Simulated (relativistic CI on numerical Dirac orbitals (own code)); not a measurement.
# Ru5+: resonant inelastic scattering at the M2,3 edge

Computed with this model: Dirac-Coulomb-Breit CI, separate exchange-only KLI orbitals for each configuration, model QED (radiative potential, 1s self-energy scaled to tabulated hydrogen-like ionisation energies), Kramers-Heisenberg scattering through one core-hole configuration in a parametric crystal field, unscaled Slater integrals; configurations [Kr] 4d3 → [Ne] 3s2 3p5 3d10 4s2 4p6 4d4; 80 K; core-hole width 2 eV; summed over polarisations. Incident energies are the highest absorption maxima for each field (at most a few, so the weaker spin-orbit partner edge can be absent), on the computed scale of the free ion. Intensities are in per cent of the strongest line above 0.02 eV; levels within 1 cm⁻¹ are merged; final levels count from the ground level, the first row holds all elastic scattering, lines under 0.4 are left out and each table stops after 24 rows. The scale of the Slater integrals is a model choice and moves the terms in proportion.

Field parameters in Wybourne normalisation: Oh B⁴₀ = 21Dq, B⁴₄ = √(5/14) B⁴₀. The field is a parameter set, without covalency.

S is read from ⟨S²⟩ = S(S + 1).

Oh, 10Dq = 8500 cm⁻¹:

| Final level (eV) | Degeneracy | Irrep | S | 472.1 eV | 493.3 eV | 495.2 eV |
| --- | --- | --- | --- | --- | --- | --- |
| 0.000 | 4 | Γ8 | 1.49 | 4634.0 | 252.6 | 386.1 |
| 1.025 | 2 | Γ7 | 1.50 | 40.3 | 29.4 | 11.5 |
| 1.026 | 4 | Γ8 | 1.48 | 64.2 | 77.8 | 31.5 |
| 1.101 | 4 | Γ8 | 1.49 | 71.5 | 84.0 | 27.3 |
| 1.142 | 2 | Γ6 | 1.49 | 15.6 | 38.2 | 8.5 |
| 1.706 | 2 | Γ7 | 1.49 | 10.3 | 19.3 | 9.4 |
| 1.761 | 4 | Γ8 | 1.47 | 21.3 | 30.5 | 12.2 |
| 1.871 | 4 | Γ8 | 1.42 | 51.9 | 13.9 | 6.8 |
| 1.968 | 2 | Γ6 | 1.46 | 47.1 | 3.2 | 2.0 |
| 2.355 | 4 | Γ8 | 0.56 | 34.2 | 9.2 | 31.0 |
| 2.500 | 4 | Γ8 | 0.67 | 76.7 | 16.4 | 48.8 |
| 2.505 | 2 | Γ6 | 0.54 | 46.4 | 10.4 | 43.3 |
| 3.109 | 4 | Γ8 | 1.05 | 54.4 | 18.8 | 28.8 |
| 3.115 | 2 | Γ6 | 1.20 | 49.4 | 5.4 | 4.3 |
| 3.146 | 2 | Γ7 | 0.54 | 30.1 | 4.0 | 12.4 |
| 3.200 | 4 | Γ8 | 0.95 | 100.0 | 16.0 | 32.5 |
| 3.257 | 2 | Γ6 | 0.85 | 7.2 | 1.6 | 2.2 |
| 3.355 | 4 | Γ8 | 1.42 | 17.6 | 34.4 | 12.2 |
| 3.366 | 2 | Γ7 | 1.40 | 16.0 | 24.7 | 15.5 |
| 3.495 | 4 | Γ8 | 0.61 | 18.2 | 4.7 | 18.7 |
| 3.504 | 2 | Γ6 | 0.64 | 11.0 | 0.5 | 5.1 |
| 3.557 | 2 | Γ7 | 0.65 | 21.7 | 6.4 | 26.5 |
| 3.755 | 4 | Γ8 | 0.65 | 11.8 | 2.8 | 9.8 |
| 3.945 | 4 | Γ8 | 0.56 | 2.5 | 1.8 | 3.2 |

Oh, 10Dq = 19250 cm⁻¹:

```csv
Final level (eV),Degeneracy,Irrep,S,471.8 eV,494.1 eV
0.000,4,Γ8,1.50,2364.9,267.5
2.194,4,Γ8,1.09,24.4,48.1
2.334,2,Γ7,1.50,62.1,13.9
2.373,4,Γ8,1.38,83.4,51.1
2.377,2,Γ6,1.25,15.3,27.3
2.453,4,Γ8,0.74,48.4,12.2
2.633,4,Γ8,1.07,100.0,11.2
2.637,2,Γ6,0.90,48.4,7.7
3.379,2,Γ7,1.24,19.3,29.7
3.441,4,Γ8,1.16,29.9,39.1
3.600,2,Γ6,1.46,60.6,2.3
3.634,4,Γ8,1.46,69.7,8.4
3.689,4,Γ8,1.01,52.9,11.0
3.784,2,Γ7,0.91,25.4,4.6
4.457,2,Γ6,0.59,5.4,0.5
4.771,2,Γ7,0.51,3.6,2.8
4.784,2,Γ6,0.52,0.8,0.6
4.784,4,Γ8,0.52,5.2,2.9
4.893,4,Γ8,0.64,2.0,1.4
5.171,4,Γ8,0.66,1.1,1.4
5.464,4,Γ8,1.20,5.9,3.8
5.481,2,Γ6,1.24,5.8,1.1
5.526,2,Γ7,1.49,2.4,4.5
5.582,4,Γ8,1.38,3.6,6.1
```

Oh, 10Dq = 29950 cm⁻¹:

```csv
Final level (eV),Degeneracy,Irrep,S,472.2 eV,494.3 eV
0.000,4,Γ8,1.50,1057.4,181.1
2.411,4,Γ8,0.54,3.0,17.6
2.509,4,Γ8,0.52,18.4,15.8
2.571,2,Γ6,0.52,11.1,16.7
3.626,4,Γ8,1.24,100.0,36.6
3.630,2,Γ7,1.41,44.9,10.0
3.783,4,Γ8,1.47,81.4,9.5
3.789,2,Γ6,1.49,40.6,7.0
3.853,2,Γ7,0.70,20.3,19.2
3.859,4,Γ8,0.92,35.0,13.5
5.003,2,Γ6,1.47,39.4,1.5
5.040,4,Γ8,1.49,29.6,14.3
5.042,2,Γ7,1.48,14.5,6.4
5.047,4,Γ8,1.49,45.6,6.9
5.770,2,Γ6,0.57,1.3,0.2
6.119,2,Γ6,0.51,0.5,0.5
6.122,2,Γ7,0.51,0.8,0.9
6.132,4,Γ8,0.51,1.9,1.6
6.249,4,Γ8,0.52,0.8,0.5
7.089,2,Γ6,0.52,1.1,0.9
7.109,4,Γ8,0.54,1.8,1.7
7.810,2,Γ7,0.89,0.9,2.2
7.908,4,Γ8,0.98,1.1,2.6
```

For the first field the strongest loss at the lowest incident energy is the level at 3.20 eV (S = 0.95, against 1.49 in the thermal ground state). Levels of other spin, the first over 8 % at 2.35 eV, appear because spin-orbit coupling of the core hole, and in heavier ions of the valence shell too, mixes spins.
